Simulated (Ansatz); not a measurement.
```yaml
crystal:
  periodic: [false, false, false]
  atoms:
    - {symbol: Zn, position_ang: [-2.477218, -0.251748, -1.506102]}
    - {symbol: S, position_ang: [-1.026775, -1.937421, 0.893293]}
    - {symbol: Zn, position_ang: [1.383363, -2.055628, -1.571929]}
    - {symbol: S, position_ang: [0.001033, 0.036266, -1.898391]}
    - {symbol: S, position_ang: [2.194874, 0.057785, 0.867213]}
    - {symbol: Zn, position_ang: [-0.020654, -0.051141, 2.074143]}
    - {symbol: Zn, position_ang: [1.024098, 2.285482, -1.531731]}
    - {symbol: S, position_ang: [-1.194928, 1.834522, 0.866426]}
    - {symbol: H, position_ang: [-3.184898, -0.465320, -2.913164]}
    - {symbol: H, position_ang: [-2.584584, -0.144301, 0.023939]}
    - {symbol: H, position_ang: [-0.391416, -2.892930, 1.650995]}
    - {symbol: H, position_ang: [-2.189724, -1.952502, 1.725842]}
    - {symbol: H, position_ang: [1.405241, -2.221531, 0.048578]}
    - {symbol: H, position_ang: [1.986605, -2.469687, -3.004577]}
    - {symbol: H, position_ang: [0.005151, 0.034561, -3.262015]}
    - {symbol: H, position_ang: [2.787337, -0.914870, 1.654589]}
    - {symbol: H, position_ang: [2.722648, 1.142156, 1.690655]}
    - {symbol: H, position_ang: [-0.046067, 0.005845, 3.664653]}
    - {symbol: H, position_ang: [1.199838, 3.050069, -2.907428]}
    - {symbol: H, position_ang: [1.237323, 2.245688, 0.062307]}
    - {symbol: H, position_ang: [-2.215921, 1.728141, 1.599879]}
    - {symbol: H, position_ang: [-0.606151, 2.848776, 1.690481]}
basis:
  gaussian: {orbitals: def2-TZVP, fitting: {mean_field: def2-universal-jkfit}, nuclear_model: gaussian}
hamiltonian: {xc: {name: SVWN5}}
output: {forces: true}
```

```sh
$ ansatz run in.yaml --threads 2 --pin off --events-out ev --progress --plain --max-ram 20480MiB --backend cuda --devices 0, --max-vram 18GiB
```

Shortened log:

```
Functional definition: SVWN5
1820 factors; integrals over basis functions are off by at most 6.4e-1 eV
mean field evaluation 1: about -236768.2849 eV, gradient 1.3e2 eV
mean field evaluation 2: about -236723.7356 eV, gradient 2.9e2 eV
mean field evaluation 4: about -236783.4469 eV, gradient 4.7e0 eV
mean field evaluation 8: about -236783.4999 eV, gradient 2.8e-1 eV
mean field evaluation 16: about -236783.5001 eV, gradient 1.2e-4 eV
mean field -236783.50006334 eV, -8701.6331297068 hartree, gradient 4.2e-5 eV, S^2 0.000000; 0 other end points of the search recorded, 0 dependent functions left out
reference -236783.50014152 eV, -8701.6331325801 hartree; 99, 99 occupied and 325, 325 virtual orbitals, 1820 factors
Total energy: -236783.50014152 eV, -8701.6331325801 hartree
Atom 0 at    -2.477218    -0.251748    -1.506102 Å, force     0.104213    -0.058031    -1.016895 eV/Å
Atom 1 at    -1.026775    -1.937421     0.893293 Å, force    -0.738935     0.061283     0.881136 eV/Å
Atom 2 at     1.383363    -2.055628    -1.571929 Å, force     0.252910     0.255565    -0.247173 eV/Å
Atom 3 at     0.001033     0.036266    -1.898391 Å, force    -0.042460    -0.121542    -0.147050 eV/Å
Atom 4 at     2.194874     0.057785     0.867213 Å, force     0.279133     0.960950     1.373838 eV/Å
Atom 5 at    -0.020654    -0.051141     2.074143 Å, force     0.147979     0.196132    -0.093045 eV/Å
Atom 6 at     1.024098     2.285482    -1.531731 Å, force     0.043085    -0.043356    -0.134628 eV/Å
Atom 7 at    -1.194928     1.834522     0.866426 Å, force     3.354194     0.717798    -0.861993 eV/Å
Atom 8 at    -3.184898    -0.465320    -2.913164 Å, force     0.266550     0.071547     0.470657 eV/Å
Atom 9 at    -2.584584    -0.144301     0.023939 Å, force     0.023631     0.101955     0.516282 eV/Å
Atom 10 at    -0.391416    -2.892930     1.650995 Å, force    -0.102378     0.140888    -0.075907 eV/Å
Atom 11 at    -2.189724    -1.952502     1.725842 Å, force     1.033870    -0.009660    -0.730358 eV/Å
Atom 12 at     1.405241    -2.221531     0.048578 Å, force    -0.144668     0.044929    -0.405661 eV/Å
Atom 13 at     1.986605    -2.469687    -3.004577 Å, force    -0.352581     0.121808     0.653850 eV/Å
Atom 14 at     0.005151     0.034561    -3.262015 Å, force    -0.028041    -0.018043     0.265388 eV/Å
Atom 15 at     2.787337    -0.914870     1.654589 Å, force    -0.175887     0.290476    -0.204132 eV/Å
Atom 16 at     2.722648     1.142156     1.690655 Å, force    -0.607976    -1.303475    -0.944845 eV/Å
Atom 17 at    -0.046067     0.005845     3.664653 Å, force     0.017693    -0.017865    -0.516125 eV/Å
Atom 18 at     1.199838     3.050069    -2.907428 Å, force    -0.095209    -0.262511     0.413916 eV/Å
Atom 19 at     1.237323     2.245688     0.062307 Å, force    -0.046170     0.013867    -0.292759 eV/Å
Atom 20 at    -2.215921     1.728141     1.599879 Å, force    -2.590609    -0.188444     1.837681 eV/Å
Atom 21 at    -0.606151     2.848776     1.690481 Å, force    -0.598345    -0.954269    -0.742178 eV/Å
Dipole moment:    -0.049320    -0.090554     1.380597 e Å
```

Hardware: 2 threads of AMD EPYC 7R13 on a shared host and a share (18 GiB) of an NVIDIA H100 80GB HBM3. Wall time 2.2 s, peak host memory 0.85 GiB.
